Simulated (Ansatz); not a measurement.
Isolated molecules relaxed with PBE0-D4/def2-TZVP in Ansatz; ΔE leaves out vibrations. CCSD(T)/CBS is the MP2 limit (def2-TZVPP, def2-QZVPP) plus CCSD(T) − MP2 in def2-TZVPP, frozen cores. This one scheme is used for every species. DFT in def2-TZVPP.

`FC1N[SiH2]O1` + H₂ → `C1N[SiH2]O1` + H–F  (hydrogenolysis of a C–F bond)

Task: Is it downhill or uphill in electronic energy at CCSD(T)/CBS, and by how much? (Estimate.)

Result: Ansatz gave: Downhill: ΔE = -0.41 eV.

Task: What do these levels give: r2SCANh-D4, ωB97X-V, r2SCANh, RPA@PBE/def2-TZVPP, MP2/def2-SVP, CCSD/def2-SVP, CCSD(T)/def2-SVP, HF/def2-TZVPP, MP2/def2-TZVPP, MP2/def2-QZVPP, SCS-MP2/def2-QZVPP, MP2/CBS(def2)? (Best estimate.)

Result: Computed: r2SCANh-D4 -0.23, ωB97X-V -0.25, r2SCANh -0.24, RPA@PBE/def2-TZVPP -0.35, MP2/def2-SVP -0.18, CCSD/def2-SVP -0.20, CCSD(T)/def2-SVP -0.16, HF/def2-TZVPP -0.36, MP2/def2-TZVPP -0.41, MP2/def2-QZVPP -0.43, SCS-MP2/def2-QZVPP -0.42, MP2/CBS(def2) -0.45 eV.

Largest T1 diagnostic among the species: 0.012.

From BLYP to BHLYP (50 % exact exchange), in def2-TZVPP and without D4, ΔE moves by −0.07 eV. At CCSD(T), def2-SVP lies +0.25 eV from the extrapolated value and def2-TZVPP +0.04 eV. Leaving LDA and LC-ωPBE aside and taking each functional with its dispersion term where it has one, the values, not all of them listed here, spread over 0.17 eV, from PBE-QIDH to r2SCAN-D4. LDA lies +0.11 eV from PBE without D4.
